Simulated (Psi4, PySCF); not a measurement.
Approach curve of the dimer O2S ··· COS (SMILES O=S=O and O=C=S). Monomers: optimised at B3LYP-D3(BJ) (def2-TZVP), held rigid. Orientation: a higher rigid-body minimum at GFN2-xTB (searched outside a hard wall at short contacts). R is the distance of the centres of mass, along which the second monomer moves. The shortest distances reach bonding range, where SAPT0 and rigid monomers are unreliable.

Geometry at R = 3.36 Å (first 3 atoms: monomer A):
```
6

O     -1.2386    -0.2444     0.0000
S     -0.0002     0.4877     0.0000
O      1.2388    -0.2433     0.0000
O      0.1756     0.8114     2.5227
C      0.0343    -0.2165     3.0313
S     -0.1568    -1.6061     3.7189
``` The table gives interaction energies.

| R / Å | A | B | C |
|---|---|---|---|
| 2.78 | 106.45 | 73.38 | 115.45 |
| 2.95 | 58.04 | 30.62 | 66.52 |
| 3.12 | 28.13 | 6.02 | 36.14 |
| 3.36 | 5.93 | -9.56 | 12.98 |
| 3.53 | -1.54 | -12.92 | 4.77 |
| 3.77 | -6.06 | -12.72 | -0.77 |
| 4.03 | -7.06 | -10.23 | -2.81 |
| 4.39 | -6.03 | -6.60 | -3.01 |
| 4.87 | -3.94 | -3.17 | -2.12 |
| 5.55 | -1.94 | -1.01 | -1.07 |
| 6.53 | -0.79 | -0.36 | -0.47 |
| 7.83 | -0.33 | -0.17 | -0.23 |

Energies in kJ/mol.

Question: Which curve belongs to which method? The methods are PBE-D3(BJ)/def2-TZVP, counterpoise-corrected run with Psi4 1.11; PBE/def2-TZVP, counterpoise-corrected (Psi4); restricted LDA (SVWN5)/6-31G*, spherical d, no counterpoise correction in PySCF.

Answer: A is PBE-D3(BJ)/def2-TZVP; B is RKS-LDA (SVWN5)/6-31G*; C is PBE/def2-TZVP.
